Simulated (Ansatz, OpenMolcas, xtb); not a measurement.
A ladder of methods for C3H10Si (trimethylsilane)

C3H10Si: 14 atoms, total charge 0, spin state singlet. As SMILES, `C[SiH](C)C`. The coordinates come from a PBE0-D4/def2-TZVP relaxation.

Each level gives the HOMO–LUMO gap (eV). The values are calculated.

```json
{"level": "GFN2-xTB", "kind": "semi-empirical", "program": "xtb", "value (eV)": "7.13", "CPU time": "under 2 s"}
{"level": "HF/cc-pVDZ", "kind": "Hartree–Fock", "program": "OpenMolcas", "value (eV)": "16.28", "CPU time": "20 s"}
{"level": "SVWN5/cc-pVDZ", "kind": "LDA", "program": "Ansatz", "value (eV)": "7.96", "CPU time": "7.8 s"}
{"level": "BLYP/cc-pVDZ", "kind": "GGA", "program": "OpenMolcas", "value (eV)": "7.89", "CPU time": "1.8 min"}
{"level": "r2SCAN/cc-pVDZ", "kind": "meta-GGA", "program": "OpenMolcas", "value (eV)": "9.04", "CPU time": "2.3 min"}
{"level": "BHLYP/cc-pVDZ", "kind": "global hybrid", "program": "Ansatz", "value (eV)": "12.13", "CPU time": "15 s"}
{"level": "wB97X/cc-pVDZ", "kind": "range-separated hybrid", "program": "Ansatz", "value (eV)": "14.68", "CPU time": "43 s"}
{"level": "B2PLYP/cc-pVDZ", "kind": "double hybrid", "program": "OpenMolcas", "value (eV)": "12.36", "CPU time": "61 s"}
```

The values span 7.13 to 16.28 eV. Orbital gaps aren't excitation energies, and those of double hybrids come from the SCF part alone; they tend to grow with the share of exact exchange. CPU times are rough (shared hosts, several kinds of processor and program).
